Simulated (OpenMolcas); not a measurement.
**P II: the spin-orbit constant, thermal populations, worked from levels**

| Quantity | Value |
| --- | --- |
| Program | OpenMolcas 26.06 |
| Basis | ANO-RCC-VQZP [6s5p3d2f1g] |
| Scalar Hamiltonian | DKH2, point nucleus |
| Active space | 4 electrons in 9 orbitals (RAS2 3s 3p; RAS3 3d, at most 2 electrons) |
| State averaging | 2S+1 = 3 even, 6 roots; 2S+1 = 1 even, 11 roots; 2S+1 = 5 odd, 1 root; 2S+1 = 3 odd, 8 roots; 2S+1 = 1 odd, 8 roots |
| Spin-orbit coupling | RASSI with atomic mean-field integrals over the reference wave functions, term energies averaged over their components |

Methods: RASSCF; MS-RASPT2, IPEA 0.25 Eh, imaginary shift 0.1 Eh (closed shells correlated: 2s 2p). Measured levels: NIST Handbook of Basic Atomic Spectroscopic Data.

**The spin-orbit constant.** For the Hund term ³P of p2, E(J) = (A/2) J(J+1) + constant and ζ = 2S·A = 2A. From J = 0 to J = 2 the energy changes by 3 A.

| Source | E(2) - E(0) | A | ζ |
| --- | --- | --- | --- |
| RASSCF | 411.8 | 137.3 | 275 |
| MS-RASPT2 | 414.3 | 138.1 | 276 |
| measured | 469.1 | 156.4 | 313 |

All in cm-1. MS-RASPT2 is off by -11.7 % and RASSCF by -12.2 %. Both methods take the spin-orbit matrix elements from the reference wave functions, so the second can move ζ only through the term energies and any multistate remixing. Second-order mixing with other terms is absorbed into this ζ.

**Thermal populations.** Z = Σ (2J + 1) exp(-E/kT) with k = 0.695035 cm-1/K, over the levels below. No other level of either list lies under 76300 cm-1, which is above 7 kT at each temperature.

| Level | 2J + 1 | MS-RASPT2 | measured |
| --- | --- | --- | --- |
| 3s² 3p² ³P₀ | 1 | 0.0 | 0.0 |
| 3s² 3p² ³P₁ | 3 | 144 | 165 |
| 3s² 3p² ³P₂ | 5 | 414 | 469 |
| 3s² 3p² ¹D₂ | 5 | 8890 | 8882 |
| 3s² 3p² ¹S₀ | 1 | 21650 | 21576 |
| 3s 3p³ ⁵S°₂ | 5 | 44380 | 45697 |
| 3s 3p³ ³D°₁ | 3 | 64550 | 65251 |
| 3s 3p³ ³D°₂ | 5 | 64560 | 65272 |
| 3s 3p³ ³D°₃ | 7 | 64580 | 65307 |

```json
{"T (K)": "5000", "Z, MS-RASPT2": "8.706", "Z, measured levels": "8.620", "Ground level (%), MS-RASPT2": "11.5", "Ground level (%), measured levels": "11.6"}
{"T (K)": "8000", "Z, MS-RASPT2": "9.597", "Z, measured levels": "9.542", "Ground level (%), MS-RASPT2": "10.4", "Ground level (%), measured levels": "10.5"}
{"T (K)": "12000", "Z, MS-RASPT2": "10.534", "Z, measured levels": "10.494", "Ground level (%), MS-RASPT2": "9.5", "Ground level (%), measured levels": "9.5"}
```

At 12000 K, kT = 8340 cm-1, and the computed levels give Z = 1.000 + 2.949 + 4.758 + 1.722 + 0.075 + 0.024 + 0.001 + 0.002 + 0.003 = 10.534.

Term energies are means over components that CASPT2 splits; among the terms shown or strongly mixed into the levels shown the widest spread is 26 cm-1 (3s² 3p² ¹D, MS-RASPT2). Over all roots computed the reference weight is 0.94 to 0.99 in MS-RASPT2; the roots of lowest weight are the least certain, and an intruder state may touch them. The run also gave levels led by 3s 3p² 3d, 3s² 3p 3d, which use shells meant for correlation; these and all levels above them are left out. Some terms mix strongly with configurations of 3d, whose occupation reaches 0.28 (3s 3p³ ³D°, 3s 3p³ ³P°). Without dynamic correlation excited terms often stand tens of per cent too high (terms of higher spin than the ground term too low), and those without a measured partner can miss by more than the paired ones (holds for RASSCF). Measured partners are found by configuration, term and J. A level has none where our copy of the source lacks it or the pairing is in doubt (some pairs that miss far off the trend of their configuration count as doubtful), and it then counts in no deviation. Only configurations of the active space appear.

° marks odd parity.
